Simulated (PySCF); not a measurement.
Cl₂H₅NSi₂, SMILES N[SiH2][SiH](Cl)Cl.

Coordinates come from a B3LYP-D3(BJ)/def2-SVP optimisation. This is a generated structure with no PubChem entry under its InChIKey; it may be hypothetical. One conformer was computed; it need not be the lowest.

All values below come from PySCF with PBE0/def2-TZVP.

Symmetry labels are those of the subgroup Cs that the program uses (full group Cs).

Computed valence orbital energies around the gap with their symmetry:
```json
[
 {"orbital": "HOMO−7", "symmetry": "A'", "energy (eV)": "-11.35"},
 {"orbital": "HOMO−6", "symmetry": "A'", "energy (eV)": "-10.57"},
 {"orbital": "HOMO−5", "symmetry": "A\"", "energy (eV)": "-10.07"},
 {"orbital": "HOMO−4", "symmetry": "A'", "energy (eV)": "-9.51"},
 {"orbital": "HOMO−3", "symmetry": "A\"", "energy (eV)": "-9.47"},
 {"orbital": "HOMO−2", "symmetry": "A\"", "energy (eV)": "-9.16"},
 {"orbital": "HOMO−1", "symmetry": "A'", "energy (eV)": "-8.81"},
 {"orbital": "HOMO", "symmetry": "A'", "energy (eV)": "-7.37"},
 {"orbital": "LUMO", "symmetry": "A'", "energy (eV)": "-0.81"},
 {"orbital": "LUMO+1", "symmetry": "A\"", "energy (eV)": "-0.41"},
 {"orbital": "LUMO+2", "symmetry": "A'", "energy (eV)": "0.43"},
 {"orbital": "LUMO+3", "symmetry": "A'", "energy (eV)": "0.95"}
]
```
